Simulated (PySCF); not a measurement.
## Working out the ionisation energy of Cr⁺

Cr⁺ [Ar] 3d5 (6S) → Cr²⁺ [Ar] 3d4 (5D). Calculation: PySCF 2.14, in x2c-TZVPPall (6s5p4d2f1g, 64 functions); scalar relativity by spin-free X2C-1e. Frozen: [Ar]. Energies in hartree (1 hartree = 27.21139 eV):

```tsv
part	Cr⁺ (lower)	Cr²⁺ (upper)
UHF	-1049.422419	-1048.871141
CCSD correlation	-0.079802	-0.043571
(T)	-0.001462	-0.000336
```

Question: What does Hartree-Fock give?

Answer: (-1048.871141) − (-1049.422419) = 0.551278 hartree = 15.001 eV.

Question: What do CCSD and CCSD(T) give?

Answer: The CCSD correlation energies differ by 0.036231 hartree = 0.986 eV and the triples by 0.001126 hartree = 0.031 eV, so CCSD gives 15.987 eV and CCSD(T) 16.018 eV.

A first-order spin-orbit estimate adds -0.046 eV to CCSD(T) (valence), giving 15.972 eV against 16.486 eV (measured; NIST Atomic Spectra Database, ionization energies).

What remains against the reference includes basis incompleteness, the frozen core and higher excitations.
